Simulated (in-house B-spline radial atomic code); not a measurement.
Values are calculated unless marked as measured or tabulated.
**Two electrons in Si: a spherical dot of radius 10.6 nm with hard walls with a doubly ionised double donor at its centre**

For Si the NSM archive of the Ioffe Institute lists m_l = 0.98 m0, m_t = 0.19 m0 and ε = 11.7; the model takes one isotropic valley with the conductivity mass 3/(1/m_l + 2/m_t) = 0.26 m0, and so misses anisotropy and the other valleys. All triplets below are those of one valley; with several valleys two electrons can form a triplet in the 1s orbital itself, at an energy set by the valley splitting. Real donors also feel a central-cell potential, which shifts the ground state; some double donors stay shallow and helium-like, others are deep centres that this model can't describe.

Effective-mass model with parabolic bands, a uniform dielectric constant, no image charges, no central-cell or spin-orbit terms. Two-electron levels come from full CI in B-splines with partial waves to l = 5 (up to 0.001 effective hartree above the limit).

Question: What are the effective units, and what is the potential in them?

Answer: Ha* = 27211.386 meV × 0.26/11.7² = 51.68 meV and a* = 0.0529177 nm × 11.7/0.26 = 2.381 nm. The radius is R = 4.44 a*, with −2/r added.

In these units the lowest s and p orbitals lie at -2.0000 and -0.4515, and their Coulomb and exchange integrals are J_ss = 1.2502, J_sp = 0.5606 and K_sp = 0.04695. Full CI gives -2.9023 for the ground singlet, -1.9717 for the sp triplet, -1.9217 for the sp singlet and -1.9716 for the lowest triplet of two s orbitals.

Question: What does it cost to add the second electron, to first order and exactly?

Answer: To first order E = 2ε_s + J_ss = -2.7498, so the charging energy E(2) − 2E(1) is J_ss = 64.61 meV. CI gives -2.9023 − 2 × (-2.0000) = 1.0976, or 56.73 meV: relaxation and correlation lower it by 7.884 meV, 12.2 % of J_ss. The s² configuration of one-electron orbitals holds 92.8 % of the state, and the mean radius is 2.2 nm.

Question: How far above the singlet do the triplets lie?

Answer: To first order the sp triplet lies at ε_s + ε_p + J_sp − K_sp = -1.9378, which is 41.97 meV above 2ε_s + J_ss. CI gives -1.9717 − (-2.9023) = 0.9306, or 48.1 meV, 60 % of the orbital spacing of 80.03 meV. The ss triplet lies 48.1 meV up, so the lower of the two is the sp one, and its gap equals k_BT at 558 K. The sp singlet-triplet splitting is 2.587 meV, against 2K_sp = 4.853 meV.
